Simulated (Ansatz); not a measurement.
Isolated molecules relaxed with PBE0-D4/def2-TZVP in Ansatz; ΔE leaves out vibrations. CCSD(T)/CBS is the MP2 limit (def2-TZVPP, def2-QZVPP) plus CCSD(T) − MP2 in def2-TZVPP, frozen cores. This one scheme is used for every species. Functionals use def2-TZVPP. Each species was taken in one conformer, which may not be the lowest.

`O[SiH2]C(O)(F)F` + H₂ → `OC(F)(F)[SiH3]` + H₂O  (hydrogenolysis of the Si–O bond)

`O[SiH2]C(O)(F)F`:

Cartesian coordinates in Å:
```
O -0.714 -1.949 -0.106
Si -0.958 -0.367 -0.447
C 0.546 0.679 0.153
O 0.677 0.680 1.495
F 1.699 0.195 -0.428
F 0.451 1.965 -0.313
H 0.066 -2.373 -0.469
H -2.168 0.061 0.282
H -1.053 -0.094 -1.902
H 1.455 1.202 1.736
```

H₂:

```xyz
2

H     0.238    0.122   -0.260
H    -0.238   -0.122    0.260
```

`OC(F)(F)[SiH3]`:

Z-matrix (Å, degrees):
```
C
F 1 1.371
F 1 1.371 2 104.2
O 1 1.352 2 110.0 3 -117.8
Si 1 1.928 2 110.6 3 119.0
H 4 0.968 1 108.9 2 57.1
H 5 1.481 1 108.0 2 -177.2
H 5 1.481 1 108.0 2 62.4
H 5 1.481 1 107.1 2 -57.4
```

H₂O:

```xyz
3

O     0.351    0.022    0.166
H    -0.447   -0.357    0.539
H     0.096    0.335   -0.705
```

(1) Is it downhill or uphill in electronic energy at CCSD(T)/CBS, and by how much? (An estimate is asked.)

(2) What do these levels give: r2SCAN-D4, r2SCAN, PBE0, SCS-MP2/def2-TZVPP, MP2/CBS(def2), CCSD/CBS(def2)? (Estimate.)

Largest T1 diagnostic among the species: 0.013.

Answers

(1) The calculation gave: Uphill: ΔE = +0.73 eV.

(2) The calculation gave: r2SCAN-D4 0.79, r2SCAN 0.78, PBE0 0.65, SCS-MP2/def2-TZVPP 0.77, MP2/CBS(def2) 0.80, CCSD/CBS(def2) 0.71 eV.

The D4 term adds +0.05 eV with B3LYP and +0.03 eV with PBE0; it sums over pairs of atoms, weighted by their polarisabilities, and B3LYP, whose exchange is more repulsive, gets the larger term. In def2-TZVPP, CCSD(T) changes the Hartree–Fock value by +0.03 eV (the triples alone add +0.02 eV) and MP2 by +0.10 eV.

B3LYP here is the variant with VWN-RPA as its local correlation; programs differ in this.
